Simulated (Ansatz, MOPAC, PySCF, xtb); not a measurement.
Torsion H3–B1–O2–H5 in BH3O (SMILES BO); at each angle all else is relaxed with GFN2-xTB, and the levels are single points there.
Geometry at 0° (charge 0, multiplicity 1):
```xyz
5

B     -0.439    -0.055     0.044
O      0.823    -0.410     0.239
H     -1.300    -0.840    -0.152
H     -0.657     1.096     0.077
H      1.033    -1.345     0.218
```

```tsv
level	energy at 240° less that at 0° (kcal/mol)	minus CCSD(T)/CBS(cc-pVTZ, cc-pVQZ)	cost
AM1	11.92	1.46	-
PM3	13.38	2.93	-
PM7	6.35	-4.10	-
GFN1-xTB	8.71	-1.74	-
GFN2-xTB	10.22	-0.23	-
HF/STO-3G	15.56	5.11	-
HF/3-21G	8.96	-1.49	-
HF/6-31G*	10.08	-0.37	-
HF/cc-pVDZ	10.03	-0.42	-
HF/cc-pVTZ	9.42	-1.03	-
HF/cc-pVQZ	9.36	-1.09	-
SVWN5/def2-TZVPP	10.60	0.15	×0.8
PBE/def2-TZVPP	10.51	0.06	×1
PBE-D3(BJ)/def2-TZVPP	10.51	0.06	×1
PBE-D4/def2-TZVPP	10.51	0.06	×1
BLYP/def2-TZVPP	10.31	-0.14	×1
BLYP-D3(BJ)/def2-TZVPP	10.32	-0.14	×1
BLYP-D4/def2-TZVPP	10.31	-0.14	×1
BP86/6-31G*	11.25	0.79	-
r2SCAN-D4/def2-TZVPP	10.42	-0.03	×2
B3LYP/3-21G	10.49	0.04	-
B3LYP/6-31G*	11.00	0.55	-
B3LYP/6-311+G**	10.27	-0.18	-
B3LYP/def2-TZVPP	10.17	-0.28	×1
B3LYP-D3(BJ)/def2-TZVPP	10.17	-0.28	×1
B3LYP-D4/def2-TZVPP	10.17	-0.28	×1
PBE0/def2-TZVPP	10.29	-0.16	×1
PBE0-D3(BJ)/def2-TZVPP	10.29	-0.16	×1
PBE0-D4/def2-TZVPP	10.29	-0.16	×1
M06-2X/def2-TZVPP	9.88	-0.57	-
wB97X-V/def2-TZVPP	10.16	-0.29	×3
wB97M-V/def2-TZVPP	10.23	-0.22	×3
MP2/6-31G*	11.66	1.21	-
MP2/cc-pVQZ	10.54	0.08	-
MP2/CBS(cc-pVTZ, cc-pVQZ)	10.49	0.04	-
SCS-MP2/cc-pVDZ	11.50	1.05	-
SCS-MP2/cc-pVTZ	10.59	0.14	-
CCSD(T)/cc-pVDZ	11.60	1.15	×0.9
CCSD(T)/cc-pVTZ	10.65	0.20	×7
CCSD(T)/CBS(cc-pVTZ, cc-pVQZ)	10.45	0.00	×300
```

 The comparison column counts from a level with limits of its own.

The rows run from 6.35 (PM7) to 15.56 kcal/mol (HF/STO-3G). The dispersion term adds 0.00 in PBE-D3(BJ), 0.00 in PBE-D4, 0.00 in BLYP-D3(BJ). The 8 functionals in def2-TZVPP without D3 or D4 span 0.72, from M06-2X to SVWN5.

On the grid 0° to 330°, 240° is the highest and 0° the lowest point at CCSD(T)/CBS(cc-pVTZ, cc-pVQZ).

Frozen-core correlation. CBS: X⁻³ extrapolation of the correlation energy, Hartree–Fock from the larger set. Rows in 3-21G, 6-311+G**, 6-31G*, STO-3G carry no dispersion term and start afresh at each structure (6-31G* with six Cartesian d functions). MP2/6-31G* freezes PySCF's default core. The state reached by AM1, PM3, PM7 isn't checked; PM7 holds dispersion and hydrogen-bond terms.

Programs: Ansatz (a program for electronic structure) with Gaussian orbitals; MOPAC for AM1, PM3, PM7 (differences of heats of formation); PySCF for 3-21G rows, 6-311+G** rows, 6-31G* rows, M06-2X, STO-3G rows, the dispersion terms; xtb for the GFN methods. Values without a source in brackets are computed.

Costs are rough ratios of core time to PBE/def2-TZVPP (about 0.8 s over the structures, on one shared machine); a dash marks a level with no comparable run of its own.
